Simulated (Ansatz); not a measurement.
`[OH][Sn][Br]` and `[CH3][Sn][Br]` differ in one atom or group.

Ansatz, PBE0-D4/def2-TZVP geometries, multiplicity 1. Each molecule was computed in one conformer, which needn't be the lowest.

Elements past krypton have def2 core potentials. Scalar relativity is left out up to krypton.

| property | `[OH][Sn][Br]` |
| --- | --- |
| zero-point energy (PBE0-D4/def2-TZVP) / kJ/mol | 35.7 |
| HOMO–LUMO gap (B3LYP/def2-TZVPP) / eV | 4.49 |
| LUMO energy (ωB97M-V/def2-TZVPP) / eV | -0.84 |
| HOMO–LUMO gap (PBE0/def2-TZVPP) / eV | 4.90 |
| ideal-gas entropy at 298 K and 1 bar (rigid rotor, harmonic PBE0-D4/def2-TZVP) / J/(mol·K) | 316 |
| HOMO–LUMO gap (ωB97M-V/def2-TZVPP) / eV | 8.69 |

(1) Give the same properties after the change, and the shifts. (An estimate is asked.)

Answers

(1) The calculation gave: 
| property | `[CH3][Sn][Br]` | shift |
| --- | --- | --- |
| zero-point energy (PBE0-D4/def2-TZVP) / kJ/mol | 93.1 | 57.4 |
| HOMO–LUMO gap (B3LYP/def2-TZVPP) / eV | 3.45 | -1.04 |
| LUMO energy (ωB97M-V/def2-TZVPP) / eV | -1.06 | -0.22 |
| HOMO–LUMO gap (PBE0/def2-TZVPP) / eV | 3.87 | -1.03 |
| ideal-gas entropy at 298 K and 1 bar (rigid rotor, harmonic PBE0-D4/def2-TZVP) / J/(mol·K) | 334 | 18 |
| HOMO–LUMO gap (ωB97M-V/def2-TZVPP) / eV | 7.65 | -1.04 |

With PBE0 the HOMO rises by 0.82 eV and the LUMO falls by 0.20 eV, so the gap narrows by about 1.02 eV. PBE moves the HOMO by 0.74 eV and ωB97M-V by 0.83 eV. The zero-point energy changes by 57.4 kJ/mol with +6 modes.

B3LYP here is the variant with VWN-RPA as its local correlation; programs differ in this.
